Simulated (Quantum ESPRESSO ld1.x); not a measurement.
Values are calculated unless marked as measured or tabulated.
Question: Ne2+, configuration [He] 2s2 2p4. Level of theory: Dirac Kohn-Sham, PW91, spin-unpolarised, spherical densities, point nucleus; open shells fill j = l - 1/2 first (ld1.x of Quantum ESPRESSO 7.5). Some entries of the table are withheld. Estimate them.

| orbital | occ. | eigenvalue (Ry) | <r^2> (bohr^2) |
|---|---|---|---|
| 1s1/2 | 2 | -64.8226 | (1) |
| 2s1/2 | 2 | (2) | 0.8228 |
| 2p1/2 | 2 | -4.04584 | 0.8308 |
| 2p3/2 | 2 | -4.03584 | 0.8340 |
| 3s1/2 | 0 | -1.22434 | 8.238 |
| 3p1/2 | 0 | (3) | 10.83 |
| 3p3/2 | 0 | (4) | 10.85 |
| 3d3/2 | 0 | (5) | (6) |
| 3d5/2 | 0 | (7) | (8) |

Answer: 
(1) 1s1/2 <r^2> (bohr^2): 0.03362
(2) 2s1/2 eigenvalue (Ry): -5.74729
(3) 3p1/2 eigenvalue (Ry): -0.90289
(4) 3p3/2 eigenvalue (Ry): -0.90180
(5) 3d3/2 eigenvalue (Ry): -0.54347
(6) 3d3/2 <r^2> (bohr^2): 17.64
(7) 3d5/2 eigenvalue (Ry): -0.54344
(8) 3d5/2 <r^2> (bohr^2): 17.65
